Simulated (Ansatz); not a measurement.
Mulliken charges of CH5AlSeSi, SMILES `C[SiH]1[AlH][Se]1` from r2SCAN/def2-TZVPP in Ansatz (PBE0-D4/def2-TZVP geometry).

```
atom   x (Å)   y (Å)   z (Å)  charge (e)
  C1  -0.401   1.059  -1.073      -0.278
 Si2   0.242  -0.520  -0.303       0.171
 Al3   0.850  -0.859   1.926       0.335
 Se4  -1.253  -1.491   1.237      -0.269
  H5  -1.255   0.842  -1.721       0.083
  H6  -0.717   1.768  -0.307       0.075
  H7   0.379   1.525  -1.680       0.079
  H8   0.590  -1.492  -1.376      -0.089
  H9   1.654  -0.878   3.280      -0.106
```

Question: By hand: the dipole of these point charges (1 e Å = 4.8032 D).

Answer: Σ q r = (0.419, 0.279, 0.035) e Å, of length 0.505 e Å = 2.43 D.

Question: How does the dipole of the full density compare? (An estimate is asked.)

Answer: Computed: (0.289, 0.277, -0.059) e Å, 1.94 D; the point charges give 1.25 times that, at 16° from its direction.

Point charges leave out the atoms' own dipoles, such as those of lone pairs, and Mulliken's split depends on the basis, so the two needn't agree.
